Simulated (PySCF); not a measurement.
# What the low excited states add to the polarisability

C6H13NO.
Structure used (PBE0-D3(BJ)/def2-SVP), in Å, numbered top down from 1:
```xyz
21
C6H13NO angstrom
C     -3.509    0.035   -0.158
C     -2.118   -0.122    0.433
C     -1.080    0.737   -0.279
N      0.242    0.624    0.282
C      1.258   -0.023   -0.354
O      1.146   -0.484   -1.474
C      2.540   -0.145    0.454
C      3.751   -0.410   -0.419
H     -3.858    1.078   -0.094
H     -3.524   -0.252   -1.222
H     -4.245   -0.593    0.366
H     -1.796   -1.175    0.380
H     -2.136    0.140    1.507
H     -0.991    0.430   -1.331
H     -1.399    1.795   -0.273
H      0.397    0.949    1.227
H      2.391   -0.977    1.166
H      2.678    0.760    1.069
H      3.569   -1.282   -1.062
H      3.956    0.444   -1.082
H      4.647   -0.596    0.190
```

Method used: PySCF, TDDFT PBE0/def2-SVPD, vertical, gas phase, core orbitals frozen in the response.

Excitation energies and transition dipoles (atomic units, axes of the coordinates) of those of the lowest 6 singlets that add 0.02 au or more to the mean polarisability:

```csv
state,ΔE (hartree),μx,μy,μz
S2,0.2403,0.197,-0.013,-0.135
S3,0.2475,0.218,-0.025,0.082
S4,0.2594,-0.783,0.384,0.381
S5,0.2711,-0.214,-0.045,0.200
S6,0.2739,0.157,-0.023,-0.034
```

Task: What does each state add to αxx, αyy and αzz, and how do the sums compare with the full static tensor?

Result: Each state adds 2 μα² / ΔE.

```tsv
state	αxx (au)	αyy (au)	αzz (au)
S2	0.32	0.00	0.15
S3	0.39	0.01	0.05
S4	4.72	1.14	1.12
S5	0.34	0.01	0.29
S6	0.18	0.00	0.01
all 6 states	6.0	1.2	1.6
full response	108.1	73.2	80.2
share (%)	6	2	2
```

The rest comes from the higher roots of the same response equations.

Task: Give the full tensor and its principal values.

Result: In au, rows and columns x, y, z:
```
x   108.1  -5.7  -1.4
y    -5.7  73.2   3.1
z    -1.4   3.1  80.2
```
Principal values 71.3, 81.0 and 109.2 au; mean 87.2 au (12.92 Å³).

Task: By how much does the contribution of these states grow at 589.3 nm?

Result: With ω = 0.0773 hartree each state's term in the mean polarisability goes from f / ΔE² to f / (ΔE² − ω²), f = (2/3) ΔE |μ|²; the sum over all 6 states goes from 2.93 to 3.22 au, a rise of 0.29 au. The full frequency-dependent response rises by 2.13 au, from 87.19 to 89.32 au.

A one-level model with all 48 active electrons at a single energy would need ΔE = √(N/α) = 20.2 eV to give this α, against S1 at 5.80 eV.

The run took 85 s wall on one thread of an Arm Neoverse V1, on a shared host.

One conformer stands for the species.
